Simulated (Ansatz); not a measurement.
Molecule: ethynyl(dimethyl)borane, C$_{4}$H$_{7}$B (charge 0, singlet). SMILES: C#CB(C)C
Geometry: optimised at B3LYP-D3(BJ)/def2-TZVP (Ansatz, an electronic-structure program).

PBE beside other levels, property by property. Correlated levels leave the core frozen unless marked. UHF or UKS for open shells. Spin-orbit coupling is left out. No relativistic terms. CBS(X,Y): correlation extrapolated as X^-3; Hartree-Fock from the larger set. [CCSD(T)-MP2]/basis is that difference in the basis named. Atomisation energies are electronic, to ground-state atoms; the column to compare with has the core term from cc-pwCVTZ added, other frozen-core levels have none. Vertical energies are electronic, to the SCF solution reached for that spin. The coupled-cluster column (Ansatz) is a level with limits of its own: (a) RI-MP2/CBS(aug-cc-pVTZ,aug-cc-pVQZ)+[CCSD(T)-MP2]/aug-cc-pVTZ; (b) CCSD(T)/CBS(aug-cc-pVTZ,aug-cc-pVQZ).

```json
[
 {"property": "atomisation energy (kcal/mol)", "r2SCAN/def2-TZVPD (Ansatz)": "1204.6", "B3LYP-D3(BJ)/def2-TZVPD (Ansatz + dftd3)": "1204.2", "PBE0/def2-TZVPD (Ansatz)": "1206.3", "coupled cluster": "1201.7 (b)"},
 {"property": "vertical ionisation energy to the doublet (eV)", "r2SCAN/def2-TZVPD (Ansatz)": "9.68", "B3LYP-D3(BJ)/def2-TZVPD (Ansatz + dftd3)": "9.88", "PBE0/def2-TZVPD (Ansatz)": "9.87", "coupled cluster": "10.40 (a)"}
]
```

Task: What does PBE/def2-TZVPD (Ansatz) give for each property, and on which side of coupled cluster does it fall?

Result: 
- atomisation energy: PBE lies 21.5 kcal/mol above coupled cluster; PBE gives 1223.2 kcal/mol.
- vertical ionisation energy to the doublet: PBE lies 0.78 eV below coupled cluster; PBE gives 9.62 eV.
